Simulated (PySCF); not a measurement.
Compound: C₅H₁₄SSi.
Numbering: `[CH3:1][CH:2]([CH3:3])[CH2:4][CH2:5][S:6][SiH3:7]` (hydrogens: H8, H9, H10 on C1; H11 on C2; H12, H13, H14 on C3; H15, H16 on C4; H17, H18 on C5; H19, H20, H21 on Si7)

Computed with TDDFT B3LYP/def2-SVPD, vertical, gas phase, core orbitals frozen in the response (PySCF 2.14.0, density-fitted response routines). Geometry: PBE0-D3(BJ)/def2-SVP, one conformer, isolated molecule. Torsions of this conformer, `[CH3:1][CH:2]([CH3:3])[CH2:4][CH2:5][S:6][SiH3:7]`: C1–C2–C4–C5 64°, C2–C4–C5–S6 -178°, C4–C5–S6–Si7 -68°.

Computed states:

```
state  E (eV)       f
   S1    5.41  0.0088
   S2    5.82  0.0090
   S3    6.11  0.0034
   S4    6.64  0.0025
   S5    6.73  0.0046
   S6    6.75   0.018
   S7    6.84  0.0076
   S8    7.03   0.024
   S9    7.34   0.054
  S10    7.51   0.072
```

Each state is given a Gaussian of 0.4 eV full width at half maximum, with ε(max) = 2.175×10⁸ f / Δν̃ (Δν̃ the width in cm⁻¹). The width is an assumption, not a result. The curve ends short of the highest state used, and states not computed would add to its high-energy end.

(1) Give the broadened spectrum and its maxima.

(2) Coming from long wavelengths, where does ε first pass 100 L mol⁻¹ cm⁻¹?

(3) On this curve, what absorbance would a 10⁻⁵ mol/L sample give at 222 nm over a 1 cm path?

Results:

(1) 
```json
{"λ (nm)": "179.4", "ε (L mol⁻¹ cm⁻¹)": "2865"}
{"λ (nm)": "181.7", "ε (L mol⁻¹ cm⁻¹)": "2762"}
{"λ (nm)": "183.9", "ε (L mol⁻¹ cm⁻¹)": "2479"}
{"λ (nm)": "186.1", "ε (L mol⁻¹ cm⁻¹)": "1970"}
{"λ (nm)": "188.4", "ε (L mol⁻¹ cm⁻¹)": "1326"}
{"λ (nm)": "190.6", "ε (L mol⁻¹ cm⁻¹)": "785"}
{"λ (nm)": "192.8", "ε (L mol⁻¹ cm⁻¹)": "424"}
{"λ (nm)": "195.0", "ε (L mol⁻¹ cm⁻¹)": "250"}
{"λ (nm)": "197.3", "ε (L mol⁻¹ cm⁻¹)": "211"}
{"λ (nm)": "199.5", "ε (L mol⁻¹ cm⁻¹)": "251"}
{"λ (nm)": "201.7", "ε (L mol⁻¹ cm⁻¹)": "325"}
{"λ (nm)": "204.0", "ε (L mol⁻¹ cm⁻¹)": "417"}
{"λ (nm)": "206.2", "ε (L mol⁻¹ cm⁻¹)": "511"}
{"λ (nm)": "208.4", "ε (L mol⁻¹ cm⁻¹)": "602"}
{"λ (nm)": "210.7", "ε (L mol⁻¹ cm⁻¹)": "671"}
{"λ (nm)": "212.9", "ε (L mol⁻¹ cm⁻¹)": "695"}
{"λ (nm)": "215.1", "ε (L mol⁻¹ cm⁻¹)": "678"}
{"λ (nm)": "217.4", "ε (L mol⁻¹ cm⁻¹)": "636"}
{"λ (nm)": "219.6", "ε (L mol⁻¹ cm⁻¹)": "603"}
{"λ (nm)": "221.8", "ε (L mol⁻¹ cm⁻¹)": "597"}
{"λ (nm)": "224.0", "ε (L mol⁻¹ cm⁻¹)": "614"}
{"λ (nm)": "226.3", "ε (L mol⁻¹ cm⁻¹)": "636"}
{"λ (nm)": "228.5", "ε (L mol⁻¹ cm⁻¹)": "635"}
{"λ (nm)": "230.7", "ε (L mol⁻¹ cm⁻¹)": "597"}
{"λ (nm)": "233.0", "ε (L mol⁻¹ cm⁻¹)": "519"}
{"λ (nm)": "235.2", "ε (L mol⁻¹ cm⁻¹)": "420"}
{"λ (nm)": "237.4", "ε (L mol⁻¹ cm⁻¹)": "315"}
{"λ (nm)": "239.7", "ε (L mol⁻¹ cm⁻¹)": "215"}
{"λ (nm)": "241.9", "ε (L mol⁻¹ cm⁻¹)": "139"}
{"λ (nm)": "244.1", "ε (L mol⁻¹ cm⁻¹)": "85"}
{"λ (nm)": "246.4", "ε (L mol⁻¹ cm⁻¹)": "47"}
{"λ (nm)": "248.6", "ε (L mol⁻¹ cm⁻¹)": "25"}
{"λ (nm)": "250.8", "ε (L mol⁻¹ cm⁻¹)": "13"}
{"λ (nm)": "253.1", "ε (L mol⁻¹ cm⁻¹)": "6"}
{"λ (nm)": "255.3", "ε (L mol⁻¹ cm⁻¹)": "3"}
{"λ (nm)": "257.5", "ε (L mol⁻¹ cm⁻¹)": "1"}
```

Maxima: 227 nm (5.45 eV), ε about 640, made up of S1 (91%); 213 nm (5.82 eV), ε about 700, made up of S2 (88%) (ε in L mol⁻¹ cm⁻¹; maxima over ε = 5, shares over 10%). At its high-energy end, 6.91 eV, the curve is still rising (ε about 2900, from S6, S7 and S8).

(2) At about 243 nm (5.09 eV), 0.32 eV below S1.

(3) 222 nm is 5.585 eV, where ε is about 600 L mol⁻¹ cm⁻¹, so A = ε c l ≈ 0.006 (Beer–Lambert, with the gas-phase spectrum and the assumed width).

The vertical ionisation energy (ΔSCF) is 8.83 eV, 1.32 eV above S10.
